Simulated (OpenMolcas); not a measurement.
Ti2+: moving the ligands

Ti2+ with 3 ligands (ammonia) in trigonal planar coordination (C3h) at 2.08 Å. Ligand basis ANO-RCC-VDZP.

| Item | Value |
| --- | --- |
| Program | OpenMolcas 26.06 |
| Method | CASSCF |
| Basis | ANO-RCC-VTZP [6s5p3d2f1g] |
| Scalar Hamiltonian | DKH2, point nucleus |
| Active space | 2 electrons in 5 orbitals (3d) |
| State averaging | 2S+1 = 3 even, 10 roots; 2S+1 = 1 even, 15 roots |
| Spin-orbit coupling | state interaction with AMFI integrals over the reference wave functions |

Runs around this geometry, states. Energies in cm-1 above the lowest state or level, χT in cm3 K/mol.

```tsv
R (Å)	Ground state	First state of that spin	First gap with spin-orbit (degeneracies)	χT at 300 K	First state of another spin
1.96	2S+1 = 3	762.6	17.8 (1, 2)	1.120	2S+1 = 1: 9860
2.08	2S+1 = 3	1413	11.3 (1, 2)	1.081	2S+1 = 1: 10140
2.22	2S+1 = 3	1593	11.5 (1, 2)	1.079	2S+1 = 1: 10382
```

Without dynamic correlation the repulsion within the d shell is too large (B by tens of per cent), so at a given field states of lower spin stand too high. Ligand-to-metal charge-transfer states are missing. With no ligand orbital active B as a rule stays too high, so bands that hang on it stand too high and its fall with covalency is understated. With metal d orbitals alone and no dynamic correlation the field as a rule comes out too small, by tens of per cent, by up to half for chloride and softer ligands. The least metal-like active orbital is 81 % on the metal (Löwdin) and no ligand orbital is active, so the numbers are rough (holds for R = 1.96). No measured value stands beside these numbers; the geometry was imposed, not optimised, and the real ion may take another.

A state without a sure symmetry label is named by its multiplicity alone.
